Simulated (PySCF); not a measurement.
## Identify the compound

An unknown has the formula C8H10O. Its calculated NMR data are:

¹H NMR (300 MHz, computed): δ 7.45 (d, 1H), 7.33 (m, 1H), 7.12 (m, 1H), 6.70 (d, 1H), 4.25 (br s, 1H), 2.76 (q, 2H), 1.19 (t, 3H).

¹³C{¹H} NMR (computed): δ 160.6 (C), 136.5 (C), 135.8 (CH), 132.2 (CH), 125.7 (CH), 117.9 (CH), 29.0 (CH2), 18.8 (CH3).

Computational details: shieldings: GIAO PBE0/pcSseg-1, geometry: GFN2-xTB, in PySCF 2.14.0 with density-fitted response routines (isolated molecule, a single conformation, non-relativistic Hamiltonian, rapidly exchanging positions averaged).

Shifts are taken against calculated references (same method and geometry level): TMS for ¹H (σref 31.72), ¹³C (σref 186.93).

Q: Propose a structure and justify it.

A: 
- The formula gives 4 degrees of unsaturation (1 ring in the answer).
- 8 carbon signals for 8 carbons: no two carbons are equivalent.
- Carbon types of the structure: 2 × C, 4 × CH, 1 × CH2, 1 × CH3, leaving 1 H on heteroatoms.
- δC 160.6: aromatic carbon bearing oxygen; an ipso carbon deshielded by its heteroatom.
- δC 136.5: substituted aromatic carbon.
- δC 135.8, 132.2, 125.7, 117.9: aromatic CH.
- δC 29.0: sp3 CH2 on an aromatic ring; saturated and bonded to C and H only.
- δH 7.45, 7.33, 7.12, 6.70: hydrogen on an aromatic CH.
- δH 4.25: hydrogen on a phenol-type oxygen; exchangeable; this is the value without hydrogen bonding to other molecules.
- δH 2.76: hydrogen on an sp3 CH2 on an aromatic ring; benzylic-type position, deshielded by the ring.

The compound is `CCc1ccccc1O`.

The data come from this structure; uniqueness wasn't tested.

OH and NH positions are those of a molecule without intermolecular hydrogen bonds; in solution they move with solvent, concentration and temperature, and exchange usually removes their couplings. Shifts are as computed. Against solution values, carbons near 30 ppm lie about +3 ppm off and those near 130 ppm about +5 ppm. Of 1211 compounds with measured shifts, 218 miss one by over three times the rms of a fit or turn the order of signals round; such compounds aren't used in these exercises. No couplings were computed; multiplicities are counted from neighbouring protons, with m where these are inequivalent, close in shift, in a saturated or five-membered ring or joined by F or P, and br s for small geminal =CH2 splittings.
